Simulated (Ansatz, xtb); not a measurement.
**Relative energy of two isomers of C5H6N2**

We compare X, `Cc1cncnc1`, a singlet, with Y, `Cc1ccncn1`, a singlet. Both are isolated molecules in the gas phase, relaxed with B3LYP/def2-SVP.

Quicker runs give these differences E(Y) − E(X): GFN2-xTB −0.058 eV; HF/STO-3G −0.049 eV (at GFN2-xTB geometries); r2SCAN-D4/def2-SVP −0.097 eV (at GFN2-xTB geometries).

**Question.** Estimate E(Y) − E(X) at the level CCSD(T)/def2-SVP + ΔMP2/def2-TZVPP.

**Answer.** Calculated at CCSD(T)/def2-SVP + ΔMP2/def2-TZVPP: E(Y) − E(X) = −0.089 eV, so structure Y lies lower.

Level by level:

```csv
level,geometry,E(Y) − E(X) (eV),departure from the last row (eV),"job, with rough time for the two"
GFN2-xTB,GFN2-xTB,−0.058,+0.031,"optimisation, 0.12 s"
HF/STO-3G,GFN2-xTB,−0.049,+0.039,"single point, 0.5 s"
r2SCAN-D4/def2-SVP,GFN2-xTB,−0.097,−0.008,"single point, 5.4 s"
B3LYP/def2-SVP,B3LYP/def2-SVP,−0.093,−0.004,"optimisation, 36 s"
HF/def2-SVP,B3LYP/def2-SVP,−0.126,−0.037,part of the CCSD(T) run
MP2/def2-SVP,B3LYP/def2-SVP,−0.061,+0.028,part of the CCSD(T) run
CCSD(T)/def2-SVP,B3LYP/def2-SVP,−0.082,+0.007,single point
CCSD(T)/def2-SVP + ΔMP2/def2-TZVPP,B3LYP/def2-SVP,−0.089,,"single point, 90 s"
```

As drawn, both hold the same kinds of bond in the same numbers.

The levels shown agree on the order. The largest departure from CCSD(T)/def2-SVP + ΔMP2/def2-TZVPP is that of HF/STO-3G, 0.039 eV. The last row adds to CCSD(T) the change of the MP2 difference between the two basis sets, here −0.007 eV.

With thermal terms from frequencies at re-optimised GFN2-xTB minima (ideal gas, soft modes damped towards free rotors, one conformer each, 298.15 K, 1 atm): the zero-point term adds −0.002 eV; ΔH is −0.092 and ΔG −0.090 eV.

The correlated steps freeze 7 core orbitals. Run with Ansatz 0.2.0, xtb 6.7.1; the last row on 2 threads of Arm Neoverse V1 on a shared host.
